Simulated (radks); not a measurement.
Initial-state core-level shifts of the silver ion Ag3+ when its valence configuration changes from [Kr] 4d8. Calculated with a radial shooting solver on a logarithmic mesh with Libxc functionals: scalar-relativistic Kohn-Sham, r2SCAN, spin-polarised, spherical densities, finite nucleus; open shells are filled with parallel spins first (spin-orbit coupling, left out, can overturn this in heavy ions); meta-GGA in the generalised Kohn-Sham scheme; Fermi nuclear charge, rms radius 4.5454 fm. Shifts are changes of the shell-averaged eigenvalues in eV (positive: less bound); the change of the density at the nucleus, which sets a Mossbauer isomer shift, is in e/bohr^3, on a base of 1.493e+05.

| valence | 2s | 2p | 3s | 3p | density at nucleus |
|---|---|---|---|---|---|
| 4d7 5p1 | -7.888 | -7.881 | -7.702 | -7.702 | +6.36 |
| 4d6 5s2 | -13.700 | -13.690 | -13.232 | -13.231 | +98.12 |
| 4d7.5 5s0.5 | -3.310 | -3.307 | -3.212 | -3.212 | +23.13 |
| 4d7 5s1 | -6.648 | -6.642 | -6.441 | -6.440 | +47.86 |
| 4d6 5p2 | -15.877 | -15.863 | -15.446 | -15.446 | +13.68 |
| 4d7.5 5p0.5 | -3.939 | -3.935 | -3.853 | -3.853 | +3.06 |
| 4d6.5 5s1.5 | -10.169 | -10.160 | -9.836 | -9.836 | +72.40 |
| 4d5 5s2 5p1 | -22.058 | -22.042 | -21.279 | -21.275 | +111.61 |
| 4d6 5s1 5p1 | -14.677 | -14.664 | -14.227 | -14.227 | +57.80 |
